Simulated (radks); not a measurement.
Spherical jellium clusters: N electrons in a uniform positive sphere of charge N and radius rs N^(1/3), rs = 3.83 bohr. Calculated with a radial shooting solver with Libxc functionals: non-relativistic Kohn-Sham, LDA (Slater exchange, Perdew-Wang correlation), spin-polarised, spherical densities. Levels are named by radial order and angular momentum (1s, 1p, 1d, 2s, ...), and open shells are averaged over m.

N = 2, configuration 1s2. This is the lowest configuration that the search found. Occupied and some empty levels:

level  occupation  eigenvalue (eV)  <r> (bohr)
1s              2          -3.3049       4.004
1p              0          -1.1960       5.963
2s              0         -0.16699       11.79

Energy (eV): total -3.33596, kinetic 3.2412, external -25.611, Hartree 12.294, exchange-correlation -6.7935, background 13.534. Static polarisability (adiabatic kernel): 187.8 bohr^3, against R^3 = 112.4 for a classical metal sphere.
